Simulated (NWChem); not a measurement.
System: SiNH₂I, singlet; SMILES N[Si]I

Input file for NWChem:

```
start job
memory heap 200 mb stack 900 mb global 1100 mb
geometry units angstroms noautoz
  Si     0.700276     1.589057     0.000000
  I     -0.005701    -0.830293     0.000000
  N     -0.856685     2.303425     0.000000
  H     -1.754790     1.826703     0.000000
  H     -0.954644     3.315828     0.000000
end
basis spherical
  Si library def2-svp
  I library def2-svp
  N library def2-svp
  H library def2-svp
end
ecp
  I library def2-ecp
end
dft
  xc xpbe96 cpbe96
  iterations 150
  mulliken
end
task dft energy
```

Output (shortened):

```
             Northwest Computational Chemistry Package (NWChem) 7.3.0
             --------------------------------------------------------

 CS  symmetry detected

                             Geometry "geometry" -> ""
                             -------------------------

 Output coordinates in angstroms (scale by  1.889725989 to convert to a.u.)

  No.       Tag          Charge          X              Y              Z
 ---- ---------------- ---------- -------------- -------------- --------------
    1 Si                  14.0000     0.70274043     1.58988054     0.00000000
    2 I                   53.0000    -0.02285585    -0.82365794     0.00000000
    3 N                    7.0000    -0.84836934     2.31686586     0.00000000
    4 H                    1.0000    -1.75031522     1.84745123     0.00000000
    5 H                    1.0000    -0.93810548     3.33003082     0.00000000

 Effective nuclear repulsion energy (a.u.)     275.6408350751

      Symmetry information
      --------------------

 Group name             Cs
 Group number              2
 Group order               2
 No. of unique centers     5

 Summary of "ao basis" -> "ao basis" (spherical)
 ------------------------------------------------------------------------------
       Tag                 Description            Shells   Functions and Types
 ---------------- ------------------------------  ------  ---------------------
 Si                         def2-svp                 8       18   4s3p1d
 I                          def2-svp                10       26   4s4p2d
 N                          def2-svp                 6       14   3s2p1d
 H                          def2-svp                 3        5   2s1p

      Symmetry analysis of basis
      --------------------------

        a'         49
        a"         19

            General Information
            -------------------
          SCF calculation type: DFT
          Wavefunction type:  closed shell.
          No. of atoms     :     5
          No. of electrons :    48
           Alpha electrons :    24
            Beta electrons :    24
          Charge           :     0
          Spin multiplicity:     1
          Use of symmetry is: on ; symmetry adaption is: on
          Maximum number of iterations: 150
          AO basis - number of functions:    68
                     number of shells:    30
          Convergence on energy requested:  1.00D-06
          Convergence on density requested:  1.00D-05
          Convergence on gradient requested:  5.00D-04

              XC Information
              --------------
          PerdewBurkeErnzerhof Exchange Functional  1.000
            Perdew 1991 LDA Correlation Functional  1.000 local
           PerdewBurkeErnz. Correlation Functional  1.000 non-local

             Grid Information
             ----------------
          Grid used for XC integration:  medium
          Radial quadrature: Mura-Knowles
          Angular quadrature: Lebedev.
          Tag              B.-S. Rad. Rad. Pts. Rad. Cut. Ang. Pts.
          ---              ---------- --------- --------- ---------
          Si                  1.10       88           9.0       590
          I                   1.40      123          11.0       590
          N                   0.65       49          10.0       434
          H                   0.35       45          11.0       434
          Grid pruning is: on
          Number of quadrature shells:   350
          Spatial weights used:  Erf1

      Superposition of Atomic Density Guess
      -------------------------------------

 Sum of atomic energies:        -691.10840382

      Non-variational initial energy
      ------------------------------

 Total energy =    -641.361295
 1-e energy   =   -1297.985758
 2-e energy   =     503.374364
 HOMO         =      -0.254134
 LUMO         =      -0.023488

      Symmetry analysis of molecular orbitals - initial
      -------------------------------------------------

  Numbering of irreducible representations:

     1 a'          2 a"

  Orbital symmetries:

     1 a'          2 a'          3 a'          4 a'          5 a'
     6 a'          7 a"          8 a'          9 a'         10 a"
    11 a'         12 a'         13 a"         14 a'         15 a"
    16 a'         17 a'         18 a'         19 a'         20 a'
    21 a"         22 a'         23 a"         24 a'         25 a"
    26 a'         27 a'         28 a'         29 a'         30 a'
    31 a'         32 a'         33 a'         34 a"

     ---------------------------------------------
      Total Density - Mulliken Population Analysis
     ---------------------------------------------

    Atom       Charge   Shell Charges
 -----------   ------   -------------------------------------------------------
    1 Si  14    13.27   2.00  1.99  1.24  0.63  5.93  0.67  0.67  0.13
    2 I   25    25.49   1.83  0.22  1.23  0.67  2.92  3.14  2.69  2.76  9.82  0.19
    3 N    7     7.73   1.99  1.04  0.44  2.57  1.69  0.01
    4 H    1     0.76   0.58  0.13  0.04
    5 H    1     0.75   0.58  0.12  0.04

   convergence    iter        energy       DeltaE   RMS-Dens  Diis-err
 ---------------- ----- ----------------- --------- --------- ---------
 d= 0,ls=0.0,diis     1   -642.7792276032 -7.96D+02  2.06D-02  3.85D-01
 d= 0,ls=0.0,diis     2   -642.6258686749  1.53D-01  1.46D-02  1.34D+00
 d= 0,ls=0.0,diis     3   -642.8229143294 -1.97D-01  4.17D-03  6.83D-02
 d= 0,ls=0.0,diis     4   -642.8272023982 -4.29D-03  3.00D-03  2.69D-02
 d= 0,ls=0.0,diis     5   -642.8322447650 -5.04D-03  4.12D-04  4.49D-04
  Resetting Diis
 d= 0,ls=0.0,diis     6   -642.8323193917 -7.46D-05  1.04D-04  3.10D-05
 d= 0,ls=0.0,diis     7   -642.8323247291 -5.34D-06  6.50D-05  1.72D-06
 d= 0,ls=0.0,diis     8   -642.8323243671  3.62D-07  4.27D-05  3.41D-06
 d= 0,ls=0.0,diis     9   -642.8323250325 -6.65D-07  6.53D-06  1.65D-07

[...]
```

Level: PBE/def2-SVP with def2 effective core potentials on I. Low-valent species are run as closed-shell singlets; no triplet was tried in these runs. Structure relaxed at the PBE0/def2-SVP level. def2 effective core potentials on I; no spin-orbit coupling.
